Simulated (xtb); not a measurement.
xtb input for GeH5NO, SMILES [NH2][GeH2][OH], GFN2-xTB. 

```
$ xtb mol.xyz --gfn 2 --sp --chrg 0 --uhf 0 --json
$ cat mol.xyz
8

Ge     0.34201162    -0.03368767    -0.00000000
N     -0.53567519     1.53532333     0.00000000
O     -0.84844875    -1.32874019     0.00000000
H      1.16726874    -0.12453318     1.25027159
H      1.16726873    -0.12453317    -1.25027159
H     -1.10344509     1.71926542    -0.81619687
H     -1.10344509     1.71926542     0.81619687
H     -0.53470290    -2.22880098    -0.00000000
```

Program output:

```
[banner left out]
          |                Calculation Setup                |
           -------------------------------------------------



           -------------------------------------------------
          |                 G F N 2 - x T B                 |
           -------------------------------------------------

        Reference                      10.1021/acs.jctc.8b01176
      * Hamiltonian:
        H0-scaling (s, p, d)           1.850000    2.230000    2.230000
        zeta-weighting                 0.500000
      * Dispersion:
        s8                             2.700000
        a1                             0.520000
        a2                             5.000000
        s9                             5.000000
      * Repulsion:
        kExp                           1.500000    1.000000
        rExp                           1.000000
      * Coulomb:
        alpha                          2.000000
        third order                    shell-resolved
        anisotropic                    true
        a3                             3.000000
        a5                             4.000000
        cn-shift                       1.200000
        cn-exp                         4.000000
        max-rad                        5.000000


          ...................................................
          :                      SETUP                      :
          :.................................................:
          :  # basis functions                  23          :
          :  # atomic orbitals                  22          :
          :  # shells                           12          :
          :  # electrons                        20          :
          :  max. iterations                   250          :
          :  Hamiltonian                  GFN2-xTB          :
          :  restarted?                      false          :
          :  GBSA solvation                  false          :
          :  PC potential                    false          :
          :  electronic temp.          300.0000000     K    :
          :  accuracy                    1.0000000          :
          :  -> integral cutoff          0.2500000E+02      :
          :  -> integral neglect         0.1000000E-07      :
          :  -> SCF convergence          0.1000000E-05 Eh   :
          :  -> wf. convergence          0.1000000E-03 e    :
          :  Broyden damping             0.4000000          :
          :  net charge                          0          :
          :  unpaired electrons                  0          :
          ...................................................

 iter      E             dE          RMSdq      gap      omega  full diag
   1    -11.0792816 -0.110793E+02  0.857E+00    4.82       0.0  T
   2    -11.0886917 -0.941013E-02  0.127E+01   10.21       1.0  T
   3    -11.5224005 -0.433709E+00  0.624E+00    9.27       1.0  T
   4    -11.5239486 -0.154813E-02  0.390E+00    9.01       1.0  T
   5    -11.5613169 -0.373683E-01  0.993E-01    7.92       1.0  T
   6    -11.5620246 -0.707757E-03  0.536E-01    8.02       1.0  T
   7    -11.5623906 -0.365998E-03  0.547E-02    8.15       1.0  T
   8    -11.5623903  0.291003E-06  0.299E-02    8.15       1.2  T
   9    -11.5623916 -0.126244E-05  0.418E-03    8.15       8.5  T
  10    -11.5623916  0.618524E-09  0.132E-03    8.15      26.9  T
  11    -11.5623916 -0.276957E-08  0.336E-04    8.15     105.4  T
  12    -11.5623916 -0.411335E-09  0.165E-04    8.15     214.7  T

   *** convergence criteria satisfied after 12 iterations ***

         #    Occupation            Energy/Eh            Energy/eV
      -------------------------------------------------------------
         1        2.0000           -0.6797922             -18.4981
       ...           ...                  ...                  ...
         4        2.0000           -0.5437489             -14.7962
         5        2.0000           -0.5105290             -13.8922
         6        2.0000           -0.4815469             -13.1036
         7        2.0000           -0.4700092             -12.7896
         8        2.0000           -0.4444085             -12.0930
         9        2.0000           -0.4222935             -11.4912
        10        2.0000           -0.3917306             -10.6595 (HOMO)
        11                         -0.0923705              -2.5135 (LUMO)
        12                         -0.0770978              -2.0979
        13                         -0.0552639              -1.5038
        14                         -0.0274051              -0.7457
        15                          0.0890509               2.4232
       ...                                ...                  ...
        22                          1.0910240              29.6883
      -------------------------------------------------------------
                  HL-Gap            0.2993601 Eh            8.1460 eV
             Fermi-level           -0.2420506 Eh           -6.5865 eV

 SCC (total)                   0 d,  0 h,  0 min,  0.003 sec
 SCC setup                      ...        0 min,  0.000 sec (  2.128%)
 Dispersion                     ...        0 min,  0.000 sec (  1.261%)
 classical contributions        ...        0 min,  0.000 sec (  0.439%)
 integral evaluation            ...        0 min,  0.000 sec ( 14.199%)
 iterations                     ...        0 min,  0.002 sec ( 54.898%)
 molecular gradient             ...        0 min,  0.001 sec ( 23.511%)
 printout                       ...        0 min,  0.000 sec (  3.345%)

         :::::::::::::::::::::::::::::::::::::::::::::::::::::
         ::                     SUMMARY                     ::
         :::::::::::::::::::::::::::::::::::::::::::::::::::::
         :: total energy             -11.482340947375 Eh    ::
         :: gradient norm              0.000098359719 Eh/a0 ::
         :: HOMO-LUMO gap              8.146003848742 eV    ::
         ::.................................................::
         :: SCC energy               -11.562390224595 Eh    ::
         :: -> isotropic ES            0.032183168918 Eh    ::
         :: -> anisotropic ES          0.000383956570 Eh    ::
         :: -> anisotropic XC          0.003075836692 Eh    ::
         :: -> dispersion             -0.003134498308 Eh    ::
         :: repulsion energy           0.080049277220 Eh    ::
         :: add. restraining           0.000000000000 Eh    ::
         :: total charge               0.000000000000 e     ::
         :::::::::::::::::::::::::::::::::::::::::::::::::::::

           -------------------------------------------------
          |                Property Printout                |
           -------------------------------------------------

    * Orbital Energies and Occupations

         #    Occupation            Energy/Eh            Energy/eV
      -------------------------------------------------------------
         1        2.0000           -0.6797922             -18.4981
         2        2.0000           -0.6349811             -17.2787
         3        2.0000           -0.5828132             -15.8592
         4        2.0000           -0.5437489             -14.7962
         5        2.0000           -0.5105290             -13.8922
         6        2.0000           -0.4815469             -13.1036
         7        2.0000           -0.4700092             -12.7896
         8        2.0000           -0.4444085             -12.0930
         9        2.0000           -0.4222935             -11.4912
        10        2.0000           -0.3917306             -10.6595 (HOMO)
        11                         -0.0923705              -2.5135 (LUMO)
        12                         -0.0770978              -2.0979
Note: The following floating-point exceptions are signalling: IEEE_UNDERFLOW_FLAG IEEE_DENORMAL
normal termination of xtb
        13                         -0.0552639              -1.5038
        14                         -0.0274051              -0.7457
        15                          0.0890509               2.4232
        16                          0.1126775               3.0661
        17                          0.1467564               3.9934
        18                          0.1933966               5.2626
        19                          0.2001405               5.4461
        20                          0.7864272              21.3998
        21                          0.9798842              26.6640
        22                          1.0910240              29.6883
      -------------------------------------------------------------
                  HL-Gap            0.2993601 Eh            8.1460 eV
             Fermi-level           -0.2420506 Eh           -6.5865 eV

     #   Z          covCN         q      C6AA      α(0)
     1  32 Ge       3.495     0.251   169.143    23.479
     2   7 N        2.554    -0.373    29.647     8.086
     3   8 O        1.586    -0.470    22.298     6.372
     4   1 H        0.938    -0.024     3.503     2.926
     5   1 H        0.938    -0.024     3.503     2.926
     6   1 H        0.861     0.169     1.279     1.771
     7   1 H        0.861     0.169     1.279     1.771
     8   1 H        0.809     0.302     0.715     1.328

 Mol. C6AA /au·bohr⁶  :        888.860061
 Mol. C8AA /au·bohr⁸  :      37706.002759
 Mol. α(0) /au        :         48.660889


Wiberg/Mayer (AO) data.
largest (>0.10) Wiberg bond orders for each atom

 ---------------------------------------------------------------------------
     #   Z sym  total        # sym  WBO       # sym  WBO       # sym  WBO
 ---------------------------------------------------------------------------
     1  32 Ge   3.967 --     3 O    1.152     2 N    1.124     5 H    0.814
                             4 H    0.814
     2   7 N    3.176 --     1 Ge   1.124     7 H    0.942     6 H    0.942
     3   8 O    2.187 --     1 Ge   1.152     8 H    0.885
     4   1 H    0.999 --     1 Ge   0.814
     5   1 H    0.999 --     1 Ge   0.814
     6   1 H    0.971 --     2 N    0.942
     7   1 H    0.971 --     2 N    0.942
     8   1 H    0.909 --     3 O    0.885
 ---------------------------------------------------------------------------

Topologies differ in total number of bonds
Writing topology from bond orders to xtbtopo.mol

molecular dipole:
                 x           y           z       tot (Debye)
 q only:        0.178      -0.079      -0.000
   full:       -0.043      -0.340      -0.000       0.870
molecular quadrupole (traceless):
                xx          xy          yy          xz          yz          zz
 q only:       -1.618      -2.682       2.519      -0.000      -0.000      -0.901
  q+dip:       -1.851      -4.201       1.711       0.000      -0.000       0.139
   full:       -2.050      -4.518       2.335      -0.000       0.000      -0.285


           -------------------------------------------------
          | TOTAL ENERGY              -11.482340947375 Eh   |
          | GRADIENT NORM               0.000098359719 Eh/α |
          | HOMO-LUMO GAP               8.146003848742 eV   |
           -------------------------------------------------

------------------------------------------------------------------------
------------------------------------------------------------------------
 total:
 SCF:
```

The calculation finished and met its thresholds.

Cost: around 0.03 core-seconds (rough).
